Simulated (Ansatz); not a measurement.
Reaction (cleavage of the Al–Ge bond): `[CH3][GeH2][AlH][Cl]` + CH₃SH → `C[S][AlH][Cl]` + `[CH3][GeH3]`

Isolated molecules relaxed with PBE0-D4/def2-TZVP in Ansatz; ΔE leaves out vibrations. CCSD(T)/CBS is the MP2 limit (def2-TZVPP, def2-QZVPP) plus CCSD(T) − MP2 in def2-TZVPP, frozen cores. This one scheme is used for every species. Functionals use def2-TZVPP. B3LYP here is the variant with VWN-RPA as its local correlation; programs differ in this. For Ge outer-core shells are correlated without core-valence functions, which leaves a few kJ/mol of doubt a bond. Scalar relativity is left out up to krypton. Each species was taken in one conformer, which may not be the lowest.

Problem. Is it downhill or uphill in electronic energy at CCSD(T)/CBS, and by how much? (An estimate is asked.)

Solution. Computed: Downhill: ΔE = -85.3 kJ/mol.

Problem. What do these levels give: PBE-D4, B3LYP-D4, ωB97X-V, ωB97M-V, r2SCAN, PBE0, B3LYP, HF/def2-TZVPP, SCS-MP2/def2-TZVPP, HF/def2-QZVPP, MP2/CBS(def2), CCSD/CBS(def2)? (Estimate.)

Solution. The calculation gave: PBE-D4 -78.2, B3LYP-D4 -83.2, ωB97X-V -84.7, ωB97M-V -86.4, r2SCAN -87.7, PBE0 -80.3, B3LYP -82.1, HF/def2-TZVPP -89.5, SCS-MP2/def2-TZVPP -88.5, HF/def2-QZVPP -89.9, MP2/CBS(def2) -92.1, CCSD/CBS(def2) -84.3 kJ/mol.

Largest T1 diagnostic among the species: 0.011.
